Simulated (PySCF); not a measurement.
PySCF input (BP86/6-31G* with LANL2DZ past Ar (5d)):

```python
from pyscf import gto, dft

mol = gto.M(
    atom='''
    C    -2.15718800    1.45950900   -0.74081900
    N    -1.57460600    0.28788400   -0.09414800
    C    -2.60331300   -0.58914900    0.45618200
    B    -0.21409100    0.03914200   -0.01280100
    Br    0.49891700   -1.54509000    0.86498700
    Br    1.10787600    1.25132100   -0.76891500
    H    -2.74979300    2.02731000   -0.01840100
    H    -2.81918700    1.14602500   -1.55257700
    H    -1.38343100    2.10213100   -1.14496200
    H    -2.15797300   -1.45465800    0.93321700
    H    -3.20114100   -0.04533200    1.19261400
    H    -3.27053500   -0.92661700   -0.34156300
    ''',
    basis={'default': '6-31g*', 'Br': 'lanl2dz'},
    ecp={'Br': 'lanl2dz'},
    charge=0,
    spin=0,
    verbose=4,
)

mf = dft.RKS(mol, xc='bp86')
mf.grids.level = 3
mf.conv_tol = 1e-9
mf.max_cycle = 100
mf.max_memory = 1500
mf.kernel()
if not mf.converged:
    mf = mf.newton()
    mf.kernel(mf.make_rdm1())
mf.dip_moment()
```

Output:

```
PySCF version 2.14.0

[INPUT] verbose = 4
[INPUT] num. atoms = 12
[INPUT] num. electrons = 44
[INPUT] charge = 0
[INPUT] spin (= nelec alpha-beta = 2S) = 0
[INPUT] symmetry False subgroup None
[INPUT] Mole.unit = angstrom
[INPUT] Symbol           X                Y                Z      unit          X                Y                Z       unit  Magmom
[INPUT]  1 C     -2.157188000000   1.459509000000  -0.740819000000 AA   -4.076494519198   2.758072286338  -1.399945017874 Bohr   0.0
[INPUT]  2 N     -1.574606000000   0.287884000000  -0.094148000000 AA   -2.975574094097   0.544021915644  -0.177913935176 Bohr   0.0
[INPUT]  3 C     -2.603313000000  -0.589149000000   0.456182000000 AA   -4.919548586520  -1.113330256561   0.862059042956 Bohr   0.0
[INPUT]  4 B     -0.214091000000   0.039142000000  -0.012801000000 AA   -0.404573355734   0.073967659968  -0.024190384121 Bohr   0.0
[INPUT]  5 Br     0.498917000000  -1.545090000000   0.864987000000 AA    0.942816488890  -2.919796937804   1.634588531309 Bohr   0.0
[INPUT]  6 Br     1.107876000000   1.251321000000  -0.768915000000 AA    2.093582219979   2.364653983917  -1.453038763070 Bohr   0.0
[INPUT]  7 H     -2.749793000000   2.027310000000  -0.018401000000 AA   -5.196355669246   3.831060669592  -0.034772850418 Bohr   0.0
[INPUT]  8 H     -2.819187000000   1.146025000000  -1.552577000000 AA   -5.327491323934   2.165673381905  -2.933945317299 Bohr   0.0
[INPUT]  9 H     -1.383431000000   2.102131000000  -1.144962000000 AA   -2.614305702233   3.972451867958  -2.163664603034 Bohr   0.0
[INPUT] 10 H     -2.157973000000  -1.454658000000   0.933217000000 AA   -4.077977954206  -2.748905224908   1.763524544788 Bohr   0.0
[INPUT] 11 H     -3.201141000000  -0.045332000000   1.192614000000 AA   -6.049279776116  -0.085665064679   2.253713832322 Bohr   0.0
[INPUT] 12 H     -3.270535000000  -0.926617000000  -0.341563000000 AA   -6.180415430804  -1.751052352366  -0.645460524285 Bohr   0.0

nuclear repulsion = 187.229334975988
number of shells = 44
number of NR pGTOs = 156
number of NR cGTOs = 84
basis = {'default': '6-31g*', 'Br': 'lanl2dz'}
ecp = {'Br': 'lanl2dz'}

******** <class 'pyscf.dft.rks.RKS'> ********
method = RKS
initial guess = minao
damping factor = 0
level_shift factor = 0
DIIS = <class 'pyscf.scf.diis.CDIIS'>
diis_start_cycle = 1
diis_space = 8
diis_damp = 0
SCF conv_tol = 1e-09
SCF conv_tol_grad = None
SCF max_cycles = 100
direct_scf = True
direct_scf_tol = 1e-13
XC library pyscf.dft.libxc version 7.1.2
    S. Lehtola, C. Steigemann, M. J. T. Oliveira, and M. A. L. Marques,  SoftwareX 7, 1–5 (2018)
XC functionals = bp86
    A. D. Becke,  Phys. Rev. A 38, 3098 (1988)
    J. P. Perdew,  Phys. Rev. B 33, 8822 (1986)
    J. P. Perdew,  Phys. Rev. B 34, 7406–7406 (1986)
radial grids:
    Treutler-Ahlrichs [JCP 102, 346 (1995); DOI:10.1063/1.469408] (M4) radial grids

becke partition: Becke, JCP 88, 2547 (1988); DOI:10.1063/1.454033
pruning grids: <function nwchem_prune>
grids dens level: 3
symmetrized grids: False
atomic radii adjust function: <function treutler_atomic_radii_adjust>
small_rho_cutoff = 0
Set gradient conv threshold to 3.16228e-05
Initial guess from minao.
tot grids = 155880
init E= -164.599348734333
  HOMO = 0.0113025430300013  LUMO = 0.0367590744304316  gap/eV = 0.69271
cycle= 1 E= -184.103757884229  delta_E= -19.5  |g|= 2.19  |ddm|= 7.02
  HOMO = 0.0339494804466351  LUMO = 0.0543327381614575  gap/eV = 0.55466
cycle= 2 E= -181.254621835962  delta_E= 2.85  |g|= 3.33  |ddm|= 20.3
  HOMO = -0.336917868060311  LUMO = -0.0577740220273562  gap/eV = 7.59589
cycle= 3 E= -185.471364551999  delta_E= -4.22  |g|= 1.33  |ddm|= 19.3
  HOMO = -0.235306897524157  LUMO = -0.0526266416879242  gap/eV = 4.97098
cycle= 4 E= -185.851970850832  delta_E= -0.381  |g|= 0.481  |ddm|= 1.42
  HOMO = -0.218119083900126  LUMO = -0.00313396443398339  gap/eV = 5.85004
cycle= 5 E= -185.899535798589  delta_E= -0.0476  |g|= 0.167  |ddm|= 0.617
  HOMO = -0.232973433937158  LUMO = -0.0313694070602235  gap/eV = 5.48592
cycle= 6 E= -185.908938484234  delta_E= -0.0094  |g|= 0.0174  |ddm|= 0.264
  HOMO = -0.232588319671349  LUMO = -0.0294459005923855  gap/eV = 5.52779
cycle= 7 E= -185.909024339644  delta_E= -8.59e-05  |g|= 0.00767  |ddm|= 0.0289
  HOMO = -0.232765194635395  LUMO = -0.0298617603480782  gap/eV = 5.52128
cycle= 8 E= -185.909038048818  delta_E= -1.37e-05  |g|= 0.00196  |ddm|= 0.00766
  HOMO = -0.232666487406964  LUMO = -0.029730778484554  gap/eV = 5.52216
cycle= 9 E= -185.909039042224  delta_E= -9.93e-07  |g|= 0.00025  |ddm|= 0.00206
  HOMO = -0.232671290581807  LUMO = -0.0297408875594272  gap/eV = 5.52202
cycle= 10 E= -185.909039057579  delta_E= -1.54e-08  |g|= 6.01e-05  |ddm|= 0.000326
  HOMO = -0.232671781431559  LUMO = -0.0297361518518109  gap/eV = 5.52216
cycle= 11 E= -185.909039058704  delta_E= -1.12e-09  |g|= 9.05e-06  |ddm|= 7.41e-05
  HOMO = -0.232672640966853  LUMO = -0.0297367482196602  gap/eV = 5.52217
cycle= 12 E= -185.909039058726  delta_E= -2.21e-11  |g|= 4.97e-06  |ddm|= 1.85e-05
  HOMO = -0.23267151723062  LUMO = -0.0297361549238921  gap/eV = 5.52215
Extra cycle  E= -185.909039058699  delta_E= 2.72e-11  |g|= 1.13e-05  |ddm|= 1.74e-05
converged SCF energy = -185.909039058699
Dipole moment(X, Y, Z, Debye): -3.83595,  0.70119, -0.22941
```

The geometry given is a B3LYP-D3(BJ)/def2-TZVP minimum.
